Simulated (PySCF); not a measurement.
Ligand exchange on a metal centre used in film growth or etching (Zr F-Br). Isolated molecules, 0 K electronic values unless said otherwise.

The LUMO from two functionals at the same geometries (r2SCAN-D4/def2-SVP), both in PySCF: PBE-D3(BJ)/def2-TZVP and B3LYP-D3(BJ)/def2-TZVP. B3LYP has the VWN-RPA correlation part, as in Gaussian. 

| species | B3LYP-D3(BJ)/def2-TZVP (eV) |
|---|---|
| 1 of 4 F replaced by Br | -2.20 |
| 2 of 4 F replaced by Br ([Zr(F)2(Br)2]) | -2.68 |
| 3 of 4 F replaced by Br | -2.91 |

Problem. What does PBE-D3(BJ)/def2-TZVP give for each?

Solution. 
- 1 of 4 F replaced by Br: -2.77
- 2 of 4 F replaced by Br ([Zr(F)2(Br)2]): -3.21
- 3 of 4 F replaced by Br: -3.44
Over these rows, drawn at random from the members with no instability flagged (it was tested for open shells, ions and some series alone), PBE minus B3LYP-D3(BJ): mean -0.54 eV, from -0.57 eV to -0.53 eV.
